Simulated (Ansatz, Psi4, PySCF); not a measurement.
C$_{2}$H$_{8}$AlN (SMILES [CH3][Al]([CH3])[NH2]), singlet, geometry from GFN2-xTB (such geometries of metal compounds can be far from the true shape), atoms displaced at random by about 0.03 Å a coordinate. Base run: PySCF with B3LYP/STO-3G, gradient.

Here is a job for PySCF.
```python
from pyscf import gto, scf, dft

mol = gto.Mole()
mol.atom = '''
    Al   -0.01098807    0.01296284    0.07524683
    C    -1.47160169   -1.33242043   -0.17578192
    H    -1.16993447   -2.31004151   -0.45275279
    H    -2.22509810   -0.93536563   -0.92948683
    H    -2.04424414   -1.44249492    0.74911775
    C     0.09851536    1.70697267   -0.92186761
    H     0.87232499    1.80250627   -1.70291295
    H     0.34568746    2.55028416   -0.25095446
    H    -0.85188857    2.01527887   -1.44321166
    N     1.40825153   -0.47629210    1.07619617
    H     2.23067393    0.15077397    1.30879472
    H     1.41089977   -1.36923327    1.60180333
'''
mol.basis = 'sto-3g'
mol.verbose = 4
mol.build()

mf = dft.RKS(mol)
mf.xc = 'b3lyp'
mf.kernel()
g = mf.nuc_grad_method()
grad = g.kernel()
```

Programs used: Ansatz (a program for electronic structure), Psi4, PySCF; a row that names a program was run with it.

The coordinate followed is y of atom 9.

Each row names what was changed in the base input (with any setting that the change needs).

| change | dE/dx (Eh/bohr) | net force (Eh/bohr) |
|---|---|---|
| base | 0.009771 | 0.000060 |
| code = ansatz | 0.009771 | 0.000000 |
| finite difference step (bohr) = 0.01; conv_tol = 1e-11 | 0.009771 | - |
| finite difference step (bohr) = 1e-4; conv_tol = 1e-11 | 0.009770 | - |
| code = psi4 | 0.009764 | 0.000035 |
| grids.level = 0; grid_response = off | 0.009799 | 0.001759 |
| grids.level = 1; grid_response = off | 0.009788 | 0.000435 |
| grids.level = 5; grid_response = on | 0.009770 | 0.000000 |
| conv_tol = 1e-6 | 0.009769 | 0.000060 |
| conv_tol = 1e-4 | 0.009780 | 0.000060 |
| grids.level = 0; grid_response = on | 0.009320 | 0.000000 |
| density fitting = on; auxbasis_response = off | 0.009745 | 0.001293 |

The net force is zero for an exact gradient.
